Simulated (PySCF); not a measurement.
Kr: ionisation energy

Kr [Kr] (1S) → Kr⁺ [Ar] 3d10 4s2 4p5 (2P), as a difference of total energies. All numbers are calculated (PySCF 2.14, the spin-free X2C one-electron Hamiltonian (Gaussian nucleus), in x2c-SVPall (5s4p3d, 32 functions)). Correlated levels: valence: [Ar] 3d10 frozen. The calculations carry no spin-orbit coupling.

```tsv
method	ionisation energy (eV)
UHF	13.151
B3LYP	14.107
M06-L	14.045
MP2 (valence)	13.838
SCS-MP2 (valence)	13.761
CCSD (valence)	13.723
CCSD(T) (valence)	13.727
```

Errors of the correlated levels include the incompleteness of this basis and the frozen core.

Task: Which method comes closest to the reference value, and which is furthest?

Result: The reference is 14.222 eV (measured; NIST levels, between the centres of gravity of the two terms). Closest: B3LYP (error -0.115 eV); furthest: UHF (error -1.071 eV).
